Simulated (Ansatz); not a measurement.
**Question.** Name a neutral molecule of C, Ge, O, Se and H with HOMO–LUMO gap (ωB97M-V/def2-TZVPP) between 9.45 and 9.75 eV and size of the dipole moment (PBE/def2-TZVPP) between 0.55 and 0.85 D (Ansatz, PBE0-D4/def2-TZVP geometry).

**Answer.** `C1[O][GeH2][Se]1` (9.67 eV, 0.64 D). Other molecules can fit too; these were computed, each in one conformer that needn't be the lowest.
